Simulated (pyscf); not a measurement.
Cl–Hf(Cl)(Cl)–SeH, singlet

Gas-phase minimum from PySCF at ωB97X-D3(BJ)/def2-SVP, one conformer. 

SMILES: [SeH][Hf]([Cl])([Cl])[Cl]
```xyz
6

Cl    -0.0996     0.1944     2.0112
Hf    -1.2576    -0.3178     0.0576
Cl    -1.4054    -2.6039    -0.3087
Cl    -3.3397     0.7211     0.1220
Se     0.0279     0.5733    -1.9164
H     -0.1299     1.9211    -1.3437
```

Bond lengths (Å): Cl1–Hf2 2.328, Hf2–Cl3 2.320, Hf2–Cl4 2.328, Hf2–Se5 2.519, Se5–H6 1.473. Bond angles (°): Cl1–Hf2–Cl3 112.4, Cl1–Hf2–Cl4 108.9, Cl1–Hf2–Se5 109.0, Cl3–Hf2–Cl4 112.8, Cl3–Hf2–Se5 104.9, Cl4–Hf2–Se5 108.7, Hf2–Se5–H6 88.0.

Properties at ωB97X-D3(BJ)/def2-SVP:

```yaml
harmonic_wavenumbers_unscaled: 72, 73, 86, 90, 97, 147, 264, 390, 404, 406, 455, 2462 cm⁻¹
zero_point_energy: 7.1 kcal/mol
rotational_symmetry_number: 1
Entropy of this conformer at 298 K and 1 atm, rigid rotor and harmonic oscillator, modes under 100 cm⁻¹ raised to 100: 418.0 J/(mol K)
dipole_moment: 0.58 D
```

Single-point totals, which compare only within one level:

```csv
level,total energy (hartree)
ωB97X-D3(BJ)/def2-TZVP,-3831.11346
PBE/def2-TZVP,-3830.21132
r²SCAN/def2-TZVP,-3831.04414
B3LYP-D3(BJ)/def2-TZVP,-3831.22772
PBE0-D3(BJ)/def2-TZVP,-3830.37427
M06-2X/def2-TZVP,-3831.00306
ωB97M-D3(BJ)/def2-TZVP,-3831.23872
```

Soft torsions are taken as harmonic, which can shift the entropy by several J/(mol K). Elements up to Kr have no core potential and no relativistic terms here. Elements past Kr carry the def2 core potentials, without spin-orbit coupling.
